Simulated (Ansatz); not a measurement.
Born–Oppenheimer molecular dynamics of H10NPSi2 (14 atoms, charge 0, multiplicity 1). It starts from a rough guess of a transition structure, not a stationary point.

All numbers below come from UKS BLYP/STO-3G in Ansatz.

```json
{
  "ensemble": "NVE (velocity Verlet)",
  "time step": "0.5 fs",
  "steps asked": "150",
  "starting velocities drawn for": "100 K",
  "seed": "686310"
}
```

First frame:

```xyz
14
Properties=species:S:1:pos:R:3
Si -0.761 -0.015 -0.763
Si 0.477 -0.951 1.332
H -1.580 0.650 -1.799
H -1.783 -0.815 -0.083
N 0.390 -0.907 -1.686
H 1.155 0.766 1.049
P 0.268 2.107 0.182
H 1.571 -1.387 2.221
H -0.699 -0.786 2.190
H 0.332 -2.158 0.512
H 0.341 -0.802 -2.684
H 1.353 -0.951 -1.395
H -0.509 3.161 -0.376
H -0.554 2.086 1.300
```

Q: How far do the bonds stretch over the last three quarters of this one trajectory? (Pairs bonded in most of those frames.)

A: 
```tsv
bond	mean (Å)	spread (Å)	shortest	longest
Si1–H3	1.462	0.012	1.44	1.48
Si1–H4	1.459	0.007	1.44	1.47
Si1–N5	1.814	0.069	1.72	1.92
Si1–P7	2.283	0.107	2.15	2.46
Si2–H6	1.531	0.195	1.22	1.80
Si2–H8	1.459	0.027	1.41	1.52
Si2–H9	1.458	0.041	1.40	1.52
Si2–H10	1.459	0.050	1.38	1.53
N5–H11	1.071	0.045	0.99	1.15
N5–H12	1.066	0.024	1.03	1.12
P7–H13	1.430	0.026	1.39	1.47
P7–H14	1.427	0.020	1.39	1.46
```

Mean temperature of the second half: 1874 K. The conserved energy stayed within 1.1 meV per atom of its start (net change -0.56 meV per atom), so the integration is sound. The system heated up, since it started high on the potential surface and ran downhill. A run of 0.075 ps of so small a system gives no equilibrium averages. The orbitals stay closed-shell, which can raise the energy where a bond breaks towards radicals; this wasn't checked here. Limits of this set-up: minimal basis.

Time of the run: 5.2 min on 1 CPU thread of a shared host.
